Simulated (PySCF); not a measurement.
niobium atom (Nb), sextet (core potentials on Nb); TPSS/def2-SV(P) (PySCF).

PySCF was given this input:
```python
from pyscf import gto, scf, dft

mol = gto.Mole()
mol.atom = '''
    Nb    0.00000000    0.00000000    0.00000000
'''
mol.basis = 'def2-sv(p)'
mol.ecp = {'Nb': 'def2-sv(p)'}
mol.spin = 5
mol.verbose = 3
mol.build()

mf = dft.UKS(mol)
mf.xc = 'tpss'
mf.kernel()
mf.analyze()
```

**Question.** Predict the main parts of the log of this PySCF run.

**Answer.** 
```
converged SCF energy = -56.7977672040228  <S^2> = 8.7503068  2S+1 = 6.0001023
**** MO energy ****
                             alpha | beta                alpha | beta
MO #1   energy= -2.21573229846764  | -2.14306912252284  occ= 1 | 1
MO #2   energy= -1.32219203694604  | -1.24922224077191  occ= 1 | 1
MO #3   energy= -1.30685335709328  | -1.21131932511893  occ= 1 | 1
MO #4   energy= -1.30684862096036  | -1.21131006048343  occ= 1 | 1
MO #5   energy= -0.162374819707446 | -0.0769673162968858 occ= 1 | 0
MO #6   energy= -0.140795074669056 | -0.0469961088647222 occ= 1 | 0
MO #7   energy= -0.140787969938697 | -0.0284038383535027 occ= 1 | 0
MO #8   energy= -0.119457198946176 | -0.0283838836291127 occ= 1 | 0
MO #9   energy= -0.119456514418493 | -0.0147735178188791 occ= 1 | 0
MO #10  energy= -0.112836431577913 | -0.0147492647303844 occ= 0 | 0
MO #11  energy= -0.0450378172149297 | 0.0265015659770045 occ= 0 | 0
MO #12  energy= -0.0421178562736331 | 0.0341665535171926 occ= 0 | 0
MO #13  energy= -0.0421167442179104 | 0.0341903375483548 occ= 0 | 0
MO #14  energy= 0.0643696853789697 | 0.129245041544727  occ= 0 | 0
MO #15  energy= 0.200631087960542  | 0.264152940737546  occ= 0 | 0
MO #16  energy= 0.204185940410194  | 0.277192525899935  occ= 0 | 0
MO #17  energy= 0.204187734956278  | 0.277204738378648  occ= 0 | 0

Dipole moment(X, Y, Z, Debye): -0.00000, -0.00000, -0.00000
```
